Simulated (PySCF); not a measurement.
Geometry:
```
atom   x (Å)   y (Å)   z (Å)
 Al1   0.234   1.570  -0.069
 Cl2   2.117   2.285  -0.590
 Cl3  -1.391   2.799   0.357
 Cl4   0.442  -0.011   1.559
 Al5  -0.198  -1.590   0.048
 Cl6  -2.085  -2.294   0.574
 Cl7   1.415  -2.834  -0.381
 Cl8  -0.396  -0.010  -1.582
```

Geometry: PBE0-D3(BJ)/def2-SVP; GIAO shifts from PySCF 2.14.0 with density-fitted response routines, gas phase, non-relativistic, averaged over equivalent atoms.

At PBE/pcSseg-1 (pcSseg-2 on Al) (230 basis functions, 2.1 min wall time (110 s CPU) on 1 thread of an AMD EPYC, shared host):
```json
{"atoms": "Al1/Al5", "δ (ppm)": "117.8"}
{"atoms": "Cl4/Cl8", "δ (ppm)": "161.3"}
{"atoms": "Cl2/Cl3/Cl6/Cl7", "δ (ppm)": "47.7"}
```

Referencing at the same level of theory: ²⁷Al (σ = 560.82 ppm) against [Al(H2O)6]3+; ³⁵Cl (σ = 933.68 ppm) against HCl.

Question: What do these become at PBE0/pcSseg-1 (pcSseg-2 on Al)?

Answer: 
| atoms | δ at PBE0/pcSseg-1 (pcSseg-2 on Al) | change |
| --- | --- | --- |
| Al1/Al5 | 119.4 | +1.6 |
| Cl4/Cl8 | 134.6 | -26.7 |
| Cl2/Cl3/Cl6/Cl7 | 26.1 | -21.6 |

δ = σ(ref) − σ, references computed at the same level: ²⁷Al (σ = 576.18 ppm) against [Al(H2O)6]3+; HCl for ³⁵Cl (σ = 943.27 ppm).

The largest change is at Cl4/Cl8 (chlorine bonded to 2 Al). Cost: 230 basis functions, 2.4 min wall time (2 min CPU) on 1 thread of an AMD EPYC, shared host.
